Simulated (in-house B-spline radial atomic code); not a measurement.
# RPA and G0W0 on LC-wPBE: As⁴⁺

Configuration [Ar] 3d10 4s1, highest spin, mean-field start LC-wPBE. Computed with a B-spline radial code for spherical atoms: all electrons, scalar-relativistic (spin-free one-electron X2C), finite nucleus, each spin shell either full or empty, empty states to l = 9 with an (l + 1/2)⁻⁴ tail; G0W0 by contour deformation at full frequency.

RPA overbinds a lone outer s electron by self-correlation, and G0W0 tends to as well.

Command:
```bash
python run_gw.py task.json out
```
Settings (radii: box in bohr, nucleus in fm):
```
Z                        33
electrons                29
configuration            [Ar] 3d10 4s1
hamiltonian              x2c
method                   lc_wpbe
lmax                     9
rms_radius               4.0968
spin_polarised           True
box_radius               11.96
intervals                68
ion_configuration        [Ar] 3d10
```

Run time, properties included: 6.2 s on 1 thread of Arm Neoverse V1, with other jobs on the host.

Energies (hartree):

| term | value |
| --- | --- |
| mean-field total | -2256.60017 |
| Hartree-Fock functional on these orbitals | -2255.28906 |
| direct second order | -2.4831 |
| second-order exchange | 0.72475 |
| SOSEX correction | 0.66927 |

Question: What is the RPA correlation energy, and what remains with SOSEX?

Answer: RPA gives -2.1624 hartree (-2.03 eV per electron); RPA + SOSEX gives -1.4931, and the second-order doubles -1.7583 hartree (no singles). SOSEX takes back 31 % of the RPA value.

Quasi-particle levels (eV):

| level | occupied | mean field | Σx - vxc | Σc | QP weight | G0W0 |
| --- | --- | --- | --- | --- | --- | --- |
| 4s up | yes | -62.16 | 0.08 | ? | ? | ? |
| 3d down | yes | -96.14 | -11.15 | 2.63 | 0.947 | -104.66 |
| 3d up | yes | -96.43 | -11.08 | 2.64 | 0.930 | -104.87 |
| 4s down | no | -51.22 | 3.67 | -2.20 | 0.972 | -49.75 |

G0W0 = mean field + (Σx - vxc) + Σc, with Σc (partial-wave tail included) taken at the quasi-particle energy. Only the outer levels were computed. Levels of low weight are left out.

Question: Where does G0W0 put 4s up?

Answer: At -63.68 eV, with Σc = -1.61 eV and a quasi-particle weight of 0.979. The tabulated removal energy is 62.77 ± 0.06 eV (NIST, measured); the calculation leaves out spin-orbit coupling, Breit and QED terms, and what these don't explain is the method's own error.

Question: What does it cost to remove one electron (to [Ar] 3d10) by differences of total energies, each species on its own start (correlation terms add to the Hartree-Fock functional)?

Answer: LC-wPBE 63.61 eV, Hartree-Fock functional 61.59 eV, + RPA 63.21 eV, + RPA + SOSEX 62.63 eV, + second order 63.07 eV. Tabulated: 62.77 ± 0.06 eV (NIST, measured); the calculation leaves out spin-orbit coupling, Breit and QED terms, and what these don't explain is the method's own error.
